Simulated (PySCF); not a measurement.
Compound: C5H4NPS.
SMILES with atom numbers: `[CH3:1][c:2]1[s:3][cH:4][p:5][c:6]1[C:7]#[N:8]`

Cartesian coordinates in Å at the GFN2-xTB level; atoms count from 1:
```xyz
12
C5H4NPS angstrom
C     -1.4368   -1.0057   -0.0018
C     -0.0741   -0.4053   -0.0132
S      1.3015   -1.4382    0.0247
C      2.4558   -0.1682    0.0345
P      1.9158    1.4449    0.0038
C      0.2028    0.9377   -0.0238
C     -0.8286    1.8912   -0.0562
N     -1.6678    2.6732   -0.0854
H     -2.1301   -0.3864   -0.5683
H     -1.4184   -2.0090   -0.4216
H     -1.8087   -1.0716    1.0222
H      3.4898   -0.4633    0.0591
```

NICS = −σ at a ghost point: NICS(0) at the centroid of the ring atoms, NICS(1) 1 Å to either side along the normal of their mean plane, zz for the tensor component along that normal. Level: GIAO PBE0/pcSseg-1 (PySCF, non-relativistic, gas phase) on the GFN2-xTB geometry, one conformer.

Ring bond lengths (Å), with Mayer bond orders in brackets: C2–S3 1.721 (1.22), S3–C4 1.716 (1.15), C4–P5 1.701 (1.48), P5–C6 1.787 (1.08), C6–C2 1.371 (1.49).

What do the NICS probes read (ppm)?

```tsv
ring	type	NICS(0)	NICS(1), two faces	NICS(1)zz, two faces	rms pucker (Å)	centre to ring atoms, mean (Å)
C2–S3–C4–P5–C6	5-membered ring with P and S; formal bonds all aromatic	-11.2	-10.9 / -10.9	-23.6 / -23.3	0.00	1.40
```

What can be read from them?

- C2–S3–C4–P5–C6: mean NICS(1)zz -23.4 ppm, shielded.

How equal are the bonds by HOMA? HOMA = 1 − mean of α(R − Ropt)² over the ring bonds, with Krygowski's 1993 parameters (CC: Ropt 1.388 Å, α 257.7 Å⁻²; CP: Ropt 1.698 Å, α 118.91 Å⁻²; CS: Ropt 1.677 Å, α 94.09 Å⁻²).

- C2–S3–C4–P5–C6: HOMA 0.73; the largest term is that of P5–C6, α(R − Ropt)² = 0.94.

What is the mean of the two in-plane components of NICS at the first NICS(1) probe listed for ring C2–S3–C4–P5–C6, 1 Å off the ring?

The isotropic value is a third of the trace: (3 × -10.9 − (-23.6))/2 = -4.6 ppm.

List the ring angles and the Hirshfeld charges of the ring atoms.

- C2–S3–C4–P5–C6: C2 115.3° (+0.007 e), S3 95.4° (+0.151 e), C4 119.2° (-0.139 e), P5 92.0° (+0.107 e), C6 118.1° (-0.078 e); sum 540.0° against 540° for a flat convex ring.

What are the shieldings of the ring atoms and their hydrogens in the same run (means over atoms taken as equivalent)?

```json
{"atoms": "C2", "environment": "substituted aromatic carbon", "σ isotropic (ppm)": "11.0", "principal values of the symmetric part, first atom (ppm)": "-77.9, -11.9, 122.9"}
{"atoms": "S3", "environment": "thiophene-type sulfur", "σ isotropic (ppm)": "156.2", "principal values of the symmetric part, first atom (ppm)": "50.7, 144.1, 273.7"}
{"atoms": "C4", "environment": "aromatic CH next to a ring sulfur", "σ isotropic (ppm)": "18.1", "principal values of the symmetric part, first atom (ppm)": "-134.8, 40.2, 149.0"}
{"atoms": "P5", "environment": "phosphorus bonded to 2 C", "σ isotropic (ppm)": "56.1", "principal values of the symmetric part, first atom (ppm)": "-238.5, 83.2, 323.8"}
{"atoms": "C6", "environment": "substituted aromatic carbon", "σ isotropic (ppm)": "53.6", "principal values of the symmetric part, first atom (ppm)": "-38.7, 65.8, 133.8"}
{"atoms": "H12", "environment": "aromatic hydrogen", "σ isotropic (ppm)": "23.19", "principal values of the symmetric part, first atom (ppm)": "21.7, 22.7, 25.2"}
```

On one thread of an Arm Neoverse V1, shared host with 32 logical CPUs at a one-minute load of 16, this took 20 s and 0.75 GiB of memory at its peak. This is the whole shielding run at PBE0/pcSseg-1, SCF included.
